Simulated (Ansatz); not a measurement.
The same path of CH5NSn (8 atoms, charge 0, multiplicity 1) was run twice with different band settings. The coordinate that changes most is the angle H4–N1–C2.

The calculation used RKS PBE0-D4/def2-SVP in Ansatz 0.2.0.

Relaxed end points:

```xyz
8
Properties=species:S:1:pos:R:3
N -1.296 0.974 -0.850
C -0.466 0.014 -0.838
Sn 0.758 -0.275 0.927
H -1.813 1.003 -1.739
H -0.337 -0.685 -1.691
H 0.358 0.922 2.076
H 2.415 -0.167 0.493
H 0.473 -1.843 1.565
```

```xyz
8
Properties=species:S:1:pos:R:3
N -1.332 0.709 -1.333
C -0.446 -0.150 -1.049
Sn 0.686 -0.267 0.812
H -1.475 1.378 -0.568
H -0.229 -0.912 -1.823
H 0.102 1.024 1.781
H 2.364 -0.075 0.523
H 0.422 -1.765 1.600
```

Common settings: climbing image yes; spring 5.0 eV/Å²; optimiser quadratic models (default); start path through a guess of the saddle point; force threshold 0.05 eV/Å; end points relaxed.

| run | movable images | iteration limit |
| --- | --- | --- |
| 1 | 7 | 47 |
| 2 | 3 | 60 |

(1) What does each run give, and how far can it be trusted?

Results:

(1) Run 1: converged after 10 iterations, highest image 1.124 eV above the first end. A vibrational analysis at the climbing image gives one clearly imaginary mode, 1114i cm⁻¹, and a faint second one (29i cm⁻¹) that may be numerical noise or a soft torsion: probably a first-order saddle point.
Run 2: converged after 15 iterations, highest image 1.125 eV above the first end. Another band between the same ends (7 images) ends at a top of the same energy, where a vibrational analysis finds 1 clearly imaginary mode. So few images can step over the top or miss a turn of the path.
